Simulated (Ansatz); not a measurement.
`CC(F)BF` + `N[SiH2]N` → `C[SiH](N)N` + `FBCF`  (formal exchange of groups at a C–C bond)

Computed with Ansatz on PBE0-D4/def2-TZVP structures; ΔE is electronic, products minus reactants. CCSD(T)/CBS adds triple-zeta CCSD(T) − MP2 to the extrapolated MP2 energy (def2 sets, frozen cores). This one scheme is used for every species. Functionals use def2-TZVPP. One conformer a species, not always the lowest.

`CC(F)BF`:

```xyz
10

C     0.347   -1.023    0.486
C    -0.580    0.110    0.087
F    -1.160    0.653    1.234
B     0.142    1.232   -0.745
F     0.671    0.888   -1.909
H    -0.202   -1.780    1.049
H     1.166   -0.659    1.110
H     0.772   -1.491   -0.405
H    -1.403   -0.301   -0.517
H     0.248    2.370   -0.391
```

`N[SiH2]N`:

Z-matrix (Å, degrees):
```
Si
N 1 1.711
N 1 1.711 2 108.5
H 1 1.493 2 103.5 3 -125.0
H 1 1.493 2 117.1 3 116.6
H 2 1.006 1 120.5 3 150.7
H 2 1.007 1 121.6 3 -58.1
H 3 1.006 1 120.5 2 150.7
H 3 1.007 1 121.6 2 -58.1
```

`C[SiH](N)N`:

Z-matrix (Å, degrees):
```
C
Si 1 1.868
H 1 1.093 2 111.2
H 1 1.093 2 110.4 3 -120.0
H 1 1.094 2 111.4 3 120.6
N 2 1.714 1 117.3 3 59.8
N 2 1.717 1 105.8 3 -59.0
H 2 1.496 1 108.0 3 175.8
H 6 1.006 2 120.8 1 91.3
H 6 1.007 2 121.8 1 -61.1
H 7 1.007 2 120.3 1 179.7
H 7 1.006 2 120.7 1 -33.2
```

`FBCF`:

```xyz
7

F     1.040   -1.066    1.203
B     0.402    0.012    0.801
C    -0.317    0.048   -0.586
F    -0.217   -1.121   -1.315
H     0.386    0.968    1.526
H     0.088    0.875   -1.188
H    -1.382    0.284   -0.441
```

```json
{"level": "PBE0-D4", "ΔE (kJ/mol)": "-37.3"}
{"level": "ωB97X-V", "ΔE (kJ/mol)": "-33.0"}
{"level": "ωB97M-V", "ΔE (kJ/mol)": "-36.4"}
{"level": "PBE", "ΔE (kJ/mol)": "-36.1"}
{"level": "r2SCAN", "ΔE (kJ/mol)": "-37.5"}
{"level": "HF/def2-TZVPP", "ΔE (kJ/mol)": "-28.7"}
{"level": "CCSD(T)/def2-TZVPP", "ΔE (kJ/mol)": "-34.0"}
{"level": "MP2/CBS(def2)", "ΔE (kJ/mol)": "-37.1"}
```

Q: What does CCSD(T)/CBS give? (Estimate.)

A: Computed: -34.9 kJ/mol. The listed levels differ from it by -2.4, 1.9, -1.5, -1.2, -2.6, 6.2, 0.9, -2.2 kJ/mol.

Largest T1 diagnostic among the species: 0.012.

In def2-TZVPP, CCSD(T) changes the Hartree–Fock value by −5.4 kJ/mol (the triples alone add −0.4 kJ/mol) and MP2 by −7.5 kJ/mol.
